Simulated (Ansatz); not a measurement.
System: difluorosilane, sum formula SiH₂F₂ (charge 0, singlet). 
Coordinates optimised at B3LYP-D3(BJ)/def2-TZVP (Ansatz, a quantum-chemistry and plane-wave program):
```
Si
F 1 1.5916
F 1 1.5916 2 107.98
H 1 1.4696 2 108.50 3 -117.41
H 1 1.4696 4 114.67 2 121.46
```
Charge 0, spin multiplicity 1.

Property: vertical ionisation energy (to the doublet state of charge +1; each state is the SCF solution reached for its spin), in eV. Cores are frozen in the correlated levels unless marked. UHF or UKS for open shells. No spin-orbit coupling. Non-relativistic. Basis-set limits of correlation are two-point, X^-3; Hartree-Fock from the larger set. The bracket is a focal-point correction in the basis named.

```
level                                                                      program  vertical ionisation energy (eV)
-------------------------------------------------------------------------  -------  -------------------------------
r2SCAN/def2-TZVPD                                                           Ansatz                                ?
B3LYP/def2-TZVPD                                                            Ansatz                                ?
BHLYP/def2-TZVPD                                                            Ansatz                            13.01
CAM-B3LYP/def2-TZVPD                                                        Ansatz                            12.86
wB97M-V/def2-TZVPD                                                          Ansatz                                ?
CCSD/aug-cc-pV(T+d)Z                                                        Ansatz                            13.18
RI-MP2/CBS(aug-cc-pV(T+d)Z,aug-cc-pV(Q+d)Z)+[CCSD(T)-MP2]/aug-cc-pV(T+d)Z   Ansatz                            13.18
```

**Question.** Fill in the missing entries.

**Answer.** 
- r2SCAN/def2-TZVPD, vertical ionisation energy (eV): 12.42
- B3LYP/def2-TZVPD, vertical ionisation energy (eV): 12.69
- wB97M-V/def2-TZVPD, vertical ionisation energy (eV): 12.84
